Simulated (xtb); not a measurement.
C2H6O2Te, SMILES CO[Te]OC. All values are semi-empirical tight-binding results from xtb (GFN2-xTB unless named), good for trends rather than for accurate numbers. Geometry: GFN2-xTB. One conformer was computed; it need not be the lowest.

Optimised geometry:

Bond lengths (Å): Te1–O2 1.984, Te1–O7 1.984, O2–C3 1.408, C3–H4 1.092, C3–H5 1.091, C3–H6 1.092, O7–C8 1.408, C8–H9 1.092, C8–H10 1.091, C8–H11 1.092. Bond angles (°): O2–Te1–O7 95.4, Te1–O2–C3 119.3, O2–C3–H4 111.8, O2–C3–H5 105.8, O2–C3–H6 111.7, H4–C3–H5 109.1, H4–C3–H6 109.3, H5–C3–H6 109.0, Te1–O7–C8 119.3, O7–C8–H9 111.8, O7–C8–H10 105.8, O7–C8–H11 111.7, H9–C8–H10 109.1, H9–C8–H11 109.3, H10–C8–H11 109.0.

* **point group as xtb finds it**: C2
* **orbital gap**: 3.78 eV
* **zero-point energy**: 50.3 kcal/mol
* **G − E(el) at 298.15 K (modified RRHO)**: 29.5 kcal/mol
* **static polarisability (D4 model)**: 76.0 bohr³
* **solvation energy, GFN2-xTB/ALPB(water)**: -3.7 kcal/mol
* **solvation energy, GFN2-xTB/ALPB(ether)**: -7.2 kcal/mol

Problem. Give the atomic charges and the Wiberg bond orders between heavy atoms. (The exact figures need the calculation; the answer reports its results.)

Solution. charges (e) Te1 0.24, O2 -0.31, C3 0.04, H4 0.04, H5 0.06, H6 0.05, O7 -0.31, C8 0.04, H9 0.04, H10 0.06, H11 0.05. Bond orders Te1–O2 1.18, O2–C3 0.99, Te1–O7 1.18, O7–C8 0.99.
